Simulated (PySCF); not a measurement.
**Bonding in `CC[C@@H]1C=CS(=O)(=O)C1`**

C6H10O2S.
Atom-mapped SMILES: `[CH3:1][CH2:2][C@@H:3]1[CH:4]=[CH:5][S:6](=[O:7])(=[O:8])[CH2:9]1` (hydrogens: H10, H11, H12 on C1; H13, H14 on C2; H15 on C3; H16 on C4; H17 on C5; H18, H19 on C9)

Geometry (GFN2-xTB, Å), atoms numbered from 1 in this order:
```
atom  x, y, z in Å
C1     1.6669    0.7929    0.6019
C2     1.5455   -0.6078    0.0135
C3     0.1233   -0.9353   -0.4840
C4    -0.3266    0.1178   -1.4626
C5    -1.2967    0.9333   -1.1133
S6    -1.8857    0.5144    0.5265
O7    -1.4523    1.4929    1.4874
O8    -3.2873    0.1982    0.5039
C9    -0.8900   -1.0147    0.6498
H10    0.8880    0.9854    1.3347
H11    2.6346    0.9084    1.0842
H12    1.5829    1.5463   -0.1777
H13    1.8222   -1.3503    0.7648
H14    2.2419   -0.7096   -0.8221
H15    0.1718   -1.8967   -1.0083
H16    0.2032    0.1724   -2.4028
H17   -1.7237    1.7467   -1.6634
H18   -0.4366   -1.0515    1.6341
H19   -1.5915   -1.8334    0.5259
```

Bond orders from the PBE0/pcSseg-1 density (PySCF). The structure is a single GFN2-xTB conformer in the gas phase; no vibrational or solvent corrections.

**Question.** Where do the orders between heavy atoms depart from those drawn in the SMILES?

**Answer.** The largest departure is 0.293, at S6–O7 (drawn double, 1.707). Drawn single, order below 0.88: C5–S6 (0.865) and S6–C9 (0.864).

**Question.** Give the Mayer order of every bond, beside its length.

**Answer.** 
```json
{"bond": "C1–C2", "drawn as": "single", "length (Å)": "1.524", "Mayer order": "1.048"}
{"bond": "C2–C3", "drawn as": "single", "length (Å)": "1.542", "Mayer order": "1.007"}
{"bond": "C3–C4", "drawn as": "single", "length (Å)": "1.506", "Mayer order": "1.016"}
{"bond": "C4–C5", "drawn as": "double", "length (Å)": "1.315", "Mayer order": "1.807"}
{"bond": "C5–S6", "drawn as": "single", "length (Å)": "1.792", "Mayer order": "0.865"}
{"bond": "S6–O7", "drawn as": "double", "length (Å)": "1.438", "Mayer order": "1.707"}
{"bond": "S6–O8", "drawn as": "double", "length (Å)": "1.437", "Mayer order": "1.737"}
{"bond": "S6–C9", "drawn as": "single", "length (Å)": "1.829", "Mayer order": "0.864"}
{"bond": "C9–C3", "drawn as": "single", "length (Å)": "1.523", "Mayer order": "0.981"}
{"bond": "C1–H10", "drawn as": "single", "length (Å)": "1.087", "Mayer order": "0.946"}
{"bond": "C1–H11", "drawn as": "single", "length (Å)": "1.087", "Mayer order": "0.967"}
{"bond": "C1–H12", "drawn as": "single", "length (Å)": "1.087", "Mayer order": "0.961"}
{"bond": "C2–H13", "drawn as": "single", "length (Å)": "1.092", "Mayer order": "0.950"}
{"bond": "C2–H14", "drawn as": "single", "length (Å)": "1.093", "Mayer order": "0.949"}
{"bond": "C3–H15", "drawn as": "single", "length (Å)": "1.096", "Mayer order": "0.936"}
{"bond": "C4–H16", "drawn as": "single", "length (Å)": "1.080", "Mayer order": "0.969"}
{"bond": "C5–H17", "drawn as": "single", "length (Å)": "1.071", "Mayer order": "0.956"}
{"bond": "C9–H18", "drawn as": "single", "length (Å)": "1.084", "Mayer order": "0.930"}
{"bond": "C9–H19", "drawn as": "single", "length (Å)": "1.085", "Mayer order": "0.927"}
```

By pair of heavy elements: C–C: lowest C9–C3 (0.981, 1.523 Å), highest C4–C5 (1.807, 1.315 Å); in 2 of the 10 pairs the longer bond (by over 0.003 Å) has the higher order (by 0.02 or more). C–S: all 2 within 0.02 of one another (0.864 to 0.865). O–S: lowest S6–O7 (1.707, 1.438 Å), highest S6–O8 (1.737, 1.437 Å).

**Question.** Sum the orders of all bonds at each heavy atom with more than one neighbour and set the sums beside the valence in the SMILES.

**Answer.** C1 3.922 (drawn 4), C2 3.954 (drawn 4), C3 3.940 (drawn 4), C4 3.792 (drawn 4), C5 3.628 (drawn 4), S6 5.173 (drawn 6), C9 3.702 (drawn 4). Orders between atoms that aren't bonded are not in these sums.

The Mayer order sums products of elements of PS (density times overlap matrix) between the two atoms' basis functions, so it depends on the basis set.
